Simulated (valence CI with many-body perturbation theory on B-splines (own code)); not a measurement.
**E1 line list for Tl LXVIII**

Level of theory: configuration interaction combined with many-body perturbation theory (CI+MBPT): four valence electrons over a frozen Dirac-Fock core [Ne], radial functions for each j: 11 s, 11 p, 9 d, 7 f, 5 g, 2 h, 1 i, with the one-electron correlation potential Σ1 (screened to all orders), the two-electron term Σ2, the three-electron term Σ3, Breit, model QED; selected single and double excitations, second order for the rest (own B-spline code, finite nucleus).

No measured spectrum was set against this ion. As an estimate, large intervals hold to a few tenths of a per cent, small ones and those within an open d or f shell to about a per cent.

Lines 201 to 250 of 274 in falling wavelength, among levels below 1784.8 eV, chosen from the strongest by gf and those to the six lowest levels. Wavelengths and rates use the calculated energies. Electric multipoles are in the length gauge, E1 and E2 with the static RPA response of the core. Weak lines are less certain than strong ones. Lines between different terms over intervals too small for the method are left out, as are lines whose strength nearly cancels. The highest levels of a list are the least certain.

Levels are named by their leading jj configuration (3d3/2^4 stands for four electrons in 3d with j = 3/2), which in mixed levels can hold well under half, so a name can repeat and another be missing. Letters in brackets count levels of one name in rising energy.

| λ vac (nm) | Upper | Lower | A (s⁻¹) | log gf | Branch % |
| --- | --- | --- | --- | --- | --- |
| 1.489 | (3s 3p1/2 3p3/2 3d3/2) J=1 [c] | (3s 3p1/2^2 3p3/2) J=2 | 3.57e+11 | -1.45 | 5.6 |
| 1.484 | (3s^2 3d3/2 3d5/2) J=4 | (3s^2 3p1/2 3d5/2) J=3 | 6.31e+12 | 0.27 | 92.3 |
| 1.483 | (3s^2 3d3/2 3d5/2) J=2 | (3s^2 3p1/2 3d5/2) J=3 | 1.97e+12 | -0.49 | 21.7 |
| 1.481 | (3s 3p1/2 3p3/2 3d3/2) J=0 [b] | (3s 3p1/2^2 3p3/2) J=1 | 5.81e+12 | -0.72 | 69.0 |
| 1.480 | (3s^2 3d3/2^2) J=0 | (3s^2 3p1/2 3d3/2) J=1 | 1.57e+13 | -0.29 | 99.1 |
| 1.479 | (3s^2 3d3/2 3d5/2) J=2 | (3s^2 3p1/2 3d5/2) J=2 | 6.52e+12 | 0.03 | 71.8 |
| 1.478 | (3s^2 3p3/2 3d3/2) J=1 | (3s^2 3p1/2 3p3/2) J=1 | 7.86e+12 | -0.11 | 91.6 |
| 1.478 | (3s^2 3p3/2 3d3/2) J=2 | (3s^2 3p1/2 3p3/2) J=1 | 3.06e+12 | -0.30 | 28.3 |
| 1.477 | (3s^2 3p3/2 3d3/2) J=0 | (3s^2 3p1/2 3p3/2) J=1 | 7.05e+12 | -0.64 | 100.0 |
| 1.474 | (3s^2 3p1/2 3d3/2) J=1 | (3s^2 3p1/2^2) J=0 | 1.01e+13 | -0.01 | 99.9 |
| 1.471 | (3s^2 3d3/2 3d5/2) J=1 | (3s^2 3p1/2 3d5/2) J=2 | 8.25e+12 | -0.10 | 93.7 |
| 1.467 | (3s 3p1/2 3p3/2 3d5/2) J=2 [b] | (3s^2 3p1/2 3d3/2) J=1 | 4.45e+11 | -1.14 | 20.9 |
| 1.441 | (3s^2 3d3/2^2) J=2 | (3s^2 3p1/2 3d3/2) J=2 | 4.68e+12 | -0.14 | 33.7 |
| 1.438 | (3s 3p1/2 3p3/2 3d3/2) J=2 [d] | (3s 3p1/2^2 3p3/2) J=2 | 9.42e+11 | -0.84 | 9.5 |
| 1.438 | (3s 3p1/2 3p3/2 3d3/2) J=1 [d] | (3s 3p1/2^2 3p3/2) J=2 | 4.26e+10 | -2.40 | 0.4 |
| 1.432 | (3s 3p1/2 3p3/2 3d5/2) J=2 [a] | (3s^2 3p1/2 3d3/2) J=2 | 1.46e+11 | -1.65 | 11.9 |
| 1.415 | (3s 3p1/2 3p3/2 3d5/2) J=3 [a] | (3s^2 3p1/2 3d3/2) J=2 | 9.09e+08 | -3.72 | 0.1 |
| 1.407 | (3s^2 3d3/2^2) J=2 | (3s 3p1/2^2 3p3/2) J=1 | 6.71e+07 | -5.00 | 0.0 |
| 1.398 | (3s 3p1/2 3p3/2 3d5/2) J=2 [a] | (3s 3p1/2^2 3p3/2) J=1 | 2.89e+10 | -2.37 | 2.4 |
| 1.396 | (3s 3p1/2 3p3/2 3d5/2) J=3 [b] | (3s^2 3p1/2 3d3/2) J=2 | 2.04e+09 | -3.38 | 0.2 |
| 1.395 | (3s 3p1/2 3p3/2 3d5/2) J=1 [a] | (3s^2 3p1/2 3d3/2) J=2 | 3.44e+10 | -2.52 | 4.2 |
| 1.383 | (3s 3p1/2 3p3/2 3d5/2) J=2 [b] | (3s^2 3p1/2 3d3/2) J=2 | 3.24e+11 | -1.33 | 15.2 |
| 1.371 | (3s 3p1/2 3p3/2 3d5/2) J=3 [c] | (3s^2 3p1/2 3d3/2) J=2 | 2.59e+09 | -3.29 | 0.1 |
| 1.362 | (3s 3p1/2 3p3/2 3d5/2) J=1 [a] | (3s 3p1/2^2 3p3/2) J=1 | 2.87e+11 | -1.62 | 35.3 |
| 1.362 | (3s^2 3d3/2^2) J=0 | (3s 3p1/2^2 3p3/2) J=1 | 1.37e+11 | -2.42 | 0.9 |
| 1.361 | (3s 3p1/2 3p3/2 3d5/2) J=1 [b] | (3s^2 3p1/2 3d3/2) J=2 | 7.69e+07 | -5.19 | 0.0 |
| 1.361 | (3s^2 3d3/2^2) J=2 | (3s 3p1/2^2 3p3/2) J=2 | 2.54e+10 | -2.45 | 0.2 |
| 1.353 | (3s 3p1/2 3p3/2 3d5/2) J=2 [a] | (3s 3p1/2^2 3p3/2) J=2 | 1.12e+11 | -1.81 | 9.1 |
| 1.351 | (3s 3p1/2 3p3/2 3d5/2) J=2 [b] | (3s 3p1/2^2 3p3/2) J=1 | 1.00e+11 | -1.86 | 4.7 |
| 1.341 | (3s 3p1/2 3p3/2 3d5/2) J=1 [c] | (3s^2 3p1/2 3d3/2) J=2 | 4.53e+09 | -3.44 | 0.3 |
| 1.339 | (3s 3p1/2 3p3/2 3d5/2) J=3 [d] | (3s^2 3p1/2 3d3/2) J=2 | 6.76e+07 | -4.90 | 0.0 |
| 1.338 | (3s 3p1/2 3p3/2 3d5/2) J=2 [c] | (3s^2 3p1/2 3d3/2) J=2 | 5.82e+09 | -3.11 | 0.3 |
| 1.338 | (3s 3p1/2 3p3/2 3d5/2) J=3 [a] | (3s 3p1/2^2 3p3/2) J=2 | 9.93e+10 | -1.73 | 14.1 |
| 1.334 | (3s^2 3p3/2 3d5/2) J=2 | (3s^2 3p1/2 3p3/2) J=2 | 4.00e+10 | -2.27 | 12.2 |
| 1.331 | (3s 3p1/2 3p3/2 3d5/2) J=1 [b] | (3s 3p1/2^2 3p3/2) J=1 | 4.60e+10 | -2.44 | 2.7 |
| 1.325 | (3s 3p1/2 3p3/2 3d5/2) J=2 [d] | (3s^2 3p1/2 3d3/2) J=2 | 1.63e+09 | -3.67 | 0.0 |
| 1.321 | (3s 3p1/2 3p3/2 3d5/2) J=3 [b] | (3s 3p1/2^2 3p3/2) J=2 | 2.25e+10 | -2.38 | 2.1 |
| 1.320 | (3s 3p1/2 3p3/2 3d5/2) J=1 [a] | (3s 3p1/2^2 3p3/2) J=2 | 5.33e+09 | -3.38 | 0.7 |
| 1.319 | (3s^2 3p3/2 3d5/2) J=2 | (3s^2 3p1/2 3p3/2) J=1 | 8.19e+08 | -3.97 | 0.3 |
| 1.311 | (3s 3p1/2 3p3/2 3d5/2) J=1 [c] | (3s 3p1/2^2 3p3/2) J=1 | 5.46e+09 | -3.37 | 0.4 |
| 1.309 | (3s 3p1/2 3p3/2 3d5/2) J=2 [b] | (3s 3p1/2^2 3p3/2) J=2 | 1.61e+11 | -1.68 | 7.6 |
| 1.309 | (3s 3p1/2 3p3/2 3d5/2) J=2 [c] | (3s 3p1/2^2 3p3/2) J=1 | 4.57e+10 | -2.23 | 2.1 |
| 1.307 | (3s 3p1/2 3p3/2 3d5/2) J=0 | (3s 3p1/2^2 3p3/2) J=1 | 6.53e+11 | -1.78 | 29.5 |
| 1.300 | (3s^2 3p3/2 3d5/2) J=3 | (3s^2 3p1/2 3p3/2) J=2 | 3.96e+08 | -4.15 | 0.0 |
| 1.298 | (3s 3p1/2 3p3/2 3d5/2) J=3 [c] | (3s 3p1/2^2 3p3/2) J=2 | 1.49e+11 | -1.58 | 3.8 |
| 1.296 | (3s 3p1/2 3p3/2 3d5/2) J=2 [d] | (3s 3p1/2^2 3p3/2) J=1 | 4.84e+10 | -2.21 | 0.8 |
| 1.290 | (3s 3p1/2 3p3/2 3d5/2) J=1 [b] | (3s 3p1/2^2 3p3/2) J=2 | 6.99e+10 | -2.28 | 4.1 |
| 1.284 | (3s^2 3p3/2 3d5/2) J=1 | (3s^2 3p1/2 3p3/2) J=2 | 6.59e+10 | -2.31 | 9.9 |
| 1.275 | (3s^2 3d3/2 3d5/2) J=3 | (3s^2 3p1/2 3d3/2) J=2 | 5.39e+08 | -4.04 | 0.0 |
| 1.272 | (3s 3p1/2 3p3/2 3d5/2) J=1 [c] | (3s 3p1/2^2 3p3/2) J=2 | 1.19e+10 | -3.06 | 0.8 |

**Question.** How does gf follow from A for the line at 1.432 nm?

**Answer.** gf = 1.4992 × (2J+1)_upper × A / σ², with σ = 6981720 cm⁻¹ and 2J+1 = 5: gf = 0.0225.
